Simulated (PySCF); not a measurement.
## Sb: excitation energy

Sb [Kr] 4d10 5s2 5p3 (4S) → Sb [Kr] 4d10 5s2 5p2 6s1 (4P), as a difference of total energies. Calculation: PySCF 2.14, in aug-cc-pVDZ-PP with ECP28MDF; scalar relativity through the core potential. Correlated levels: valence: 4s2 4p6 4d10 frozen. The calculations carry no spin-orbit coupling.

```csv
method,excitation energy (cm⁻¹)
UHF,46889
LDA,46130
PBE,45723
PBE0,47006
r2SCAN,48873
BLYP,44888
r2SCAN0,49056
MP2 (valence),47302
SCS-MP2 (valence),47087
```

Errors of the correlated levels include the incompleteness of this basis and the frozen core.

For comparison: 46690 cm⁻¹ (measured; NIST levels, between the centres of gravity of the two terms).
